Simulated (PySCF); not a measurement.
Fill in the blanks.

C₅H₄F₄.
Geometry (GFN2-xTB, Å), atoms numbered from 1 in this order:
```
atom  x, y, z in Å
F1     3.565   -0.267   -0.255
C2     2.648    0.445    0.483
C3     1.294    0.068    0.130
C4     0.210   -0.301   -0.224
C5    -1.141   -0.682   -0.583
C6    -2.147    0.111    0.240
F7    -2.043    1.432    0.045
F8    -3.408   -0.224   -0.074
F9    -2.013   -0.097    1.556
H10    2.846    0.227    1.540
H11    2.819    1.507    0.271
H12   -1.304   -1.745   -0.385
H13   -1.330   -0.475   -1.639
```

```tsv
property	level	value
point group of the GFN2-xTB geometry	GFN2-xTB	Cs
rotational constants A, B, C of the GFN2-xTB geometry	GFN2-xTB	4.607, 0.604, 0.593 GHz
dipole moment	CAM-B3LYP/def2-SVPD	0.41 D
HOMO energy	CAM-B3LYP/def2-SVPD	-9.60 eV
LUMO energy	CAM-B3LYP/def2-SVPD	0.76 eV
lowest singlet excitation	TDDFT CAM-B3LYP/def2-SVPD	5.94 eV (209 nm, f = 0.002)
strongest line among the 8 lowest singlet transitions	TDDFT CAM-B3LYP/def2-SVPD	S5 at 8.03 eV (154 nm, f = 0.043)
lowest triplet excitation (Tamm–Dancoff)	TDA CAM-B3LYP/def2-SVPD	5.28 eV
static isotropic polarisability	CAM-B3LYP/def2-SVPD	62.6 au
electronic spatial extent ⟨r²⟩ about the centre of nuclear charge	CAM-B3LYP/def2-SVPD	?
13C chemical shifts (computed TMS as zero) by class	GIAO PBE0/pcSseg-1	?
1H chemical shifts (computed TMS as zero) by class	GIAO PBE0/pcSseg-1	5.36 (H10/H11), 3.17 (H12/H13) ppm
isotropic shieldings of nuclei other than C and H, by class	GIAO PBE0/pcSseg-1	?
```

Electronic properties: PySCF, gas phase, density fitting.

(1) The isotropic shieldings of nuclei other than C and H, by class?

(2) Give the 13C chemical shifts (computed TMS as zero) by class.

(3) What is the electronic spatial extent ⟨r²⟩ about the centre of nuclear charge?

## Answers

(1) 251 (F7/F8/F9), 422 (F1) ppm.

(2) 134.0 (C6), 87.8 (C4), 86.7 (C3), 73.3 (C2), 29.4 (C5) ppm.

(3) 1721 bohr².

The principal polarisabilities are 49.6, 52.5 and 85.9 au; their mean is the isotropic value. In atomic units the dipole is 0.16 e·bohr (1 au = 2.5417 D). No computed singlet falls in the visible range (750 to 380 nm, 1.65 to 3.26 eV); S1 lies 2.68 eV above its blue end. The vertical singlet–triplet gap S1 − T1 is 0.66 eV (TDDFT singlet less Tamm–Dancoff triplet; S1: HOMO→LUMO, weight 0.75; T1: HOMO−1→LUMO, weight 0.58). A dipole of 0.41 D is allowed in Cs, and pure rotational transitions are dipole-allowed.
